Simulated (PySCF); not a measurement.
Bonds broken one at a time in the series Ga F-OH. Isolated molecules, 0 K electronic values unless said otherwise. One relaxed conformer stands for each flexible species; it need not be the lowest. Strings in code marks are SMILES.

The four lowest singlet excitations (Tamm–Dancoff). Level of theory: PBE-D3(BJ)/def2-TZVP // B3LYP-D3(BJ)/def2-TZVP in PySCF. Excitations are Tamm–Dancoff values on a coarser integration grid. The basis has no diffuse functions, so Rydberg states are missing or too high.

```tsv
state	energy (eV)	wavelength (nm)	oscillator strength
S1	5.31	234	0.000
S2	5.41	229	0.000
S3	6.12	202	0.073
S4	6.34	196	0.079
```

**Question.** Identify which member gives these states.
A) `[F][Ga]([F])[F]`
B) `[OH][Ga]([OH])[F]` (H–O–Ga–F torsion 0°, F–Ga–O–H torsion -180°)
C) `[OH][Ga]([OH])[OH]`
D) `[OH][Ga]([F])[F]` (H–O–Ga–F torsion 0°)

**Answer.** C, `[OH][Ga]([OH])[OH]`
